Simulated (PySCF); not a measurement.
Spin states of BeAs

Unrestricted PBE0; Be aug-cc-pVDZ, As aug-cc-pVDZ-PP with ECP10; scalar-relativistic core potentials (PySCF 2.14). Outer shells of the fragments: Be 2s2; As 3d10 4s2 4p3.

Followed along the bond (rough minima from three points):

| 2Ms+1 | unpaired | ⟨S²⟩ at the start | R at minimum (Å) | Te (eV) |
| --- | --- | --- | --- | --- |
| 4 | σ ↑, π ↑↑ | 3.75 | 2.18 | 0.00 |
| 2 | σ ↓, π ↑↑ | 1.76 | 2.18 | 0.13 |
| 2 | π ↑ | 0.85 | 2.01 | 0.35 |
| 2 | σ ↑, π ↑↓ | 1.76 | 2.18 | 0.40 |
| 2 | σ ↑ | 0.75 | 2.17 | 1.36 |

Solutions found at the starting distance of 2.135 Å, counted from the lowest of them; the search is not exhaustive and high or unbound solutions are not listed, so other states can lie among these:

```json
{"2Ms+1": "4", "unpaired": "σ ↑, π ↑↑", "term": "⁴Σ⁻", "E (eV)": "0.00", "⟨S²⟩": "3.75", "⟨Lz²⟩": "0.00", "μ (D)": "-0.01"}
{"2Ms+1": "2", "unpaired": "σ ↓, π ↑↑", "term": "mixed", "E (eV)": "0.13", "⟨S²⟩": "1.76", "⟨Lz²⟩": "0.00", "μ (D)": "-0.09"}
{"2Ms+1": "2", "unpaired": "σ ↑, π ↑↓", "term": "mixed", "E (eV)": "0.39", "⟨S²⟩": "1.76", "⟨Lz²⟩": "2.01", "μ (D)": "0.01"}
{"2Ms+1": "2", "unpaired": "π ↑", "term": "²Π", "E (eV)": "0.44", "⟨S²⟩": "0.85", "⟨Lz²⟩": "1.01", "μ (D)": "-3.29"}
{"2Ms+1": "2", "unpaired": "σ ↑", "term": "mixed", "E (eV)": "1.35", "⟨S²⟩": "0.75", "⟨Lz²⟩": "2.00", "μ (D)": "0.19"}
{"2Ms+1": "4", "unpaired": "σ ↑↑, π ↑", "term": "⁴Π", "E (eV)": "1.86", "⟨S²⟩": "3.76", "⟨Lz²⟩": "1.02", "μ (D)": "0.06"}
```

A term symbol is given only where ⟨S²⟩ and ⟨Lz²⟩ are close to those of a pure state; real π, δ and φ orbitals otherwise mix terms. A positive dipole means Be(−)As(+).

Spin–orbit coupling is left out.
